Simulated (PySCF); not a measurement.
**Identify the compound**

Molecular formula: C$_{8}$H$_{15}$B. Simulated spectra:

1H NMR (500 MHz, computed): δ 7.63 (br, 1H), 2.32 (m, 1H), 2.04 (m, 1H), 1.85 (m, 1H), 1.82 (m, 1H), 1.31 (m, 1H), 1.11 (m, 1H), 0.74 (m, 1H), 0.60 (m, 1H), 0.47 (m, 1H), 0.45 (m, 1H), 0.25 (m, 1H), 0.09 (m, 1H), 0.04 (m, 1H), 0.04 (m, 1H).

13C{1H} NMR (computed): δ 43.7 (CH), 37.5 (CH2), 36.0 (CH2), 30.6 (CH2), 25.8 (CH2), 22.0 (CH), 5.8 (CH2), 5.7 (CH2).

No solvent, one computed conformer, non-relativistic Hamiltonian. Geometry: PBE0-D3(BJ)/def2-SVP; shielding tensors at PBE0/pcSseg-1 (GIAO); PySCF 2.14.

References, each an isolated molecule treated in the same way: 1H, 13C vs TMS.

Q: Deduce the structure.

A: 
8 carbon signals for 8 carbons: no two carbons are equivalent. Carbon types of the structure: 2 × CH, 6 × CH2, leaving 1 H on heteroatoms. δC 43.7: sp3 CH in a ring; a saturated carbon with 3 carbon neighbours and no heteroatom attached. δC 36.0, 25.8: sp3 CH2 in a ring; a saturated carbon with 2 carbon neighbours and no heteroatom attached. δC 22.0, 5.8, 5.7: three-membered-ring carbon; carbons of three-membered rings are unusually shielded. δH 7.63: hydrogen on a boron bonded to 2 C, in a 6-membered ring. δH 1.85, 1.82, 1.31, 1.11: hydrogen on an sp3 CH2 in a ring. δH 0.47, 0.45, 0.25, 0.04, 0.04: hydrogen on a three-membered-ring carbon; cyclopropane-type protons are shielded by the ring. δH 0.09: hydrogen on an sp3 CH in a ring.

The compound is SMILES C1CBC[C@H](C2CC2)C1.

This is the structure that produced the data.

Hydrogens on boron are broadened and split by 11B (spin 3/2, 80 %) and 10B (spin 3). A carbon bonded to boron is broadened by the quadrupolar boron nucleus and is often missing from a measured spectrum. Shifts are as computed. Against solution values, carbons near 30 ppm lie about +2 ppm off and those near 130 ppm about +5 ppm. Of 1313 compounds with measured shifts, 239 miss one by over three times the rms of a fit or turn the order of signals round; such compounds aren't used in these exercises. Multiplicities follow the n + 1 count of equivalent neighbours, as no J values were calculated; m marks all less simple cases, F and P coupling included.
